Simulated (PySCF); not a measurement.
SMILES [SiH2]([SiH2]B(O)O)SC (GFN2-xTB optimised geometry):

```
16

C      1.734    -3.110    -1.349
S      2.490    -2.362     0.126
Si     1.669    -0.373     0.000
Si    -0.657    -0.373     0.000
B     -1.425     1.429     0.000
O     -2.122     1.841    -1.084
O     -1.209     2.216     1.081
H      2.038    -2.557    -2.233
H      0.653    -3.102    -1.246
H      2.098    -4.130    -1.408
H      2.351     0.245     1.133
H      2.295     0.197    -1.205
H     -1.121    -1.175    -1.154
H     -1.090    -1.194     1.150
H     -2.490     2.729    -1.085
H     -1.581     3.102     1.087
```

Calculation: PySCF with B3LYP/def2-TZVP.

Question: What are the frontier orbital energies and the dipole moment?

Answer: HOMO-2 -8.54 eV, HOMO-1 -7.68 eV, HOMO -6.16 eV, LUMO -0.81 eV, LUMO+1 -0.31 eV; dipole moment 4.53 D.

Meta-Löwdin charges at B3LYP/def2-TZVP: C1 -0.39, S2 -0.18, Si3 0.36, Si4 0.23, B5 0.28, O6 -0.51, O7 -0.51, H8 0.12, H9 0.12, H10 0.13, H11 -0.08, H12 -0.10, H13 -0.08, H14 -0.07, H15 0.34, H16 0.34.
